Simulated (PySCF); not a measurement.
**Bond length, frequency and bond energy of SiI⁻ by level of theory**

State: ³Σ⁻ (triplet), unpaired electrons π ↑↑. Set-up: Si def2-TZVPPD, I def2-TZVPPD with ECP28; scalar-relativistic core potentials (PySCF 2.14). De refers to Si + I⁻ in their high-spin ground configurations, without counterpoise correction. The functionals are run spin-unrestricted. A positive dipole points towards I; it is taken about the centre of mass and depends on that origin.

```csv
Level,Re (Å),ωe (cm⁻¹),De (eV),μ (D)
UHF,2.762,200,n/a,3.99
UHF-MP2,2.656,243,1.51,n/a
UHF-SCS-MP2,2.681,232,1.38,n/a
UHF-CCSD,2.680,234,1.38,n/a
UHF-CCSD(T),2.675,238,1.48,n/a
PBE,2.664,240,1.75,4.90
PBEsol,2.632,253,1.92,5.01
BLYP,2.730,213,1.43,4.65
r²SCAN,2.652,243,1.74,4.97
M06-L,2.637,242,1.70,5.21
r²SCANh,2.648,246,1.71,4.92
PBE0,2.647,247,1.68,4.81
MN15,2.662,226,1.57,4.60
LC-ωPBE,2.625,255,1.56,4.77
```

(1) Which functional lies closest to UHF-CCSD(T) in De, which farthest, and by how much do they differ from it?

(2) What does a quarter of exact exchange do here, going from PBE to PBE0?

(3) What does the step from GGA to meta-GGA do here, going from PBE to r²SCAN?

Correlated steps freeze 9 core orbitals. Spin–orbit coupling is left out, which matters for elements this heavy, above all for dissociation energies. For an ion De counts to the pair picked by the measured ionisation energies or electron affinities, which need not be the lowest pair at this level. The highest Kohn–Sham level is positive in this anion. Much of that is self-interaction error, but it also means that the finite basis helps to hold the extra electron. The state is the lowest determinant that a PBE0 search found; another state may lie lower at other levels.

The whole job (state search and all levels along the bond) took about 24 min on 2 threads of Arm Neoverse V1 (shared host), peak memory 5 GiB.

Results:

(1) Closest is BLYP (+5.5 pm in Re, -10.5 % in ωe, -0.05 eV in De against UHF-CCSD(T) in the same basis), farthest PBEsol (-4.3 pm in Re, +6.3 % in ωe, +0.44 eV in De). CCSD(T) converges more slowly with the basis than the functionals do and binds too weakly in this one, so the order can change at the basis-set limit.

(2) PBE0 less PBE: -1.7 pm in Re, +2.9 % in ωe, -0.07 eV in De. Exact exchange removes part of the self-interaction that spreads semilocal densities, and in most molecules shortens and stiffens the bond and lowers De; so it does here.

(3) r²SCAN less PBE: -1.2 pm in Re, +1.2 % in ωe, -0.01 eV in De.
